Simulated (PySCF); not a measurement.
H3InO2Se, SMILES [OH][In]([OH])[SeH].

Geometry: r2SCAN-D4/def2-SVP. The structure was generated by enumeration; whether it is a known compound was not checked. The def2 effective core potentials stand for the cores of In; spin–orbit coupling is left out. The values are those of a single conformer.

Two levels are set side by side: TDA-PBE/def2-SVPD (PySCF) and TDA-M06-2X/def2-SVPD (PySCF). Vertical, same geometry. The lowest singlet is HOMO→LUMO 100 % with PBE and HOMO→LUMO 89 % with the other functional; states are paired by order. Differences are taken from unrounded values.

| quantity | TDA-PBE |
|---|---|
| lowest singlet excitation (eV) | 3.44 |
| lowest triplet excitation (TDA) (eV) | 3.16 |
| first bright state (f over 0.05) (eV) | 5.06 |
| its oscillator strength | 0.05 |

**Question.** These are the TDA-PBE values. What does TDA-M06-2X give? (An estimate is asked for; the answer gives what the named calculation found.)

**Answer.** 
```
quantity                               TDA-M06-2X  TDA-PBE minus TDA-M06-2X
-------------------------------------  ----------  ------------------------
lowest singlet excitation (eV)               4.38                     -0.94
lowest triplet excitation (TDA) (eV)         4.09                     -0.93
first bright state (f over 0.05) (eV)        6.12                     -1.06
its oscillator strength                      0.08                     -0.02
```

Functionals without exact exchange tend to place singlet excitations lower, as here. Differences between two approximate levels are no errors against the true value.

Rough cost on one machine, each run with all the roots and properties that it gave: TDA-M06-2X against TDA-PBE about 8 times.
